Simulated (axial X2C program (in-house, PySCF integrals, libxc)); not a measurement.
# Potential curves of GeTe⁻, spin-free

Computed with an axial X2C code built on PySCF integrals. Spin-free means the one-electron spin-free X2C Hamiltonian. Basis: Te dyall-acv3z [12s13p9d5f1g], Ge dyall-acv3z [10s10p8d5f1g] (cores contracted in-house); Gaussian nuclei, density fitting, unrestricted open shells. Masses: Te 129.906 u, Ge 73.921 u.

State: M_S = 1/2, Λ = 1 (beyond evenly filled blocks: π+α). Energies in cm⁻¹ from the fragments at the same level (Te- + Ge). Fits are polynomials in 1 − R0/R over 0.85 to 1.23 times the lowest point R0.

```
 R (Å)    PBE0     M06
2.1480  -19314  -19114
2.2468  -23664  -23735
2.3209  -25492  -25734
2.3949  -26406  -26796
2.4690  -26627  -27146
2.5554  -26231  -26885
2.6418  -25330  -26099
2.7529  -23683  -24572
2.8887  -21258  -22236
3.0862  -17571  -18464
```

The state is one determinant whose occupation by symmetry is held fixed; it was picked as the lowest of a PBE0 search that is not exhaustive. Dissociation energies refer to the lowest single-determinant-based atoms at the same level and basis. Without a current term, density functionals place determinants with orbital angular momentum somewhat too high. The highest occupied level of some functionals is positive through self-interaction error; at Hartree–Fock it is bound. The determinant is spin-polarised beyond a pure state at some levels (its spin-free form has ⟨S²⟩ too high), which makes Re and μ there less reliable. Spin-free De lacks the spin–orbit lowering of the heavy p-block atom, a tenth of an eV or more for 4p and 5p, up to an eV for 6p and one to two eV for 7p atoms, less what an open-shell molecule gains itself.

Fit the PBE0 curve near its minimum: give the equilibrium distance, the harmonic wavenumber and the well depth.

At PBE0, spin-free: Re = 2.460 Å, ωe ≈ 266 cm⁻¹, De = 3.30 eV to Te- + Ge; Be follows as 0.0591 cm⁻¹.

What are Re, ωe and De at the M06 level?

At M06, spin-free: Re = 2.477 Å, ωe ≈ 260 cm⁻¹, De = 3.37 eV to Te- + Ge; Be follows as 0.0583 cm⁻¹.
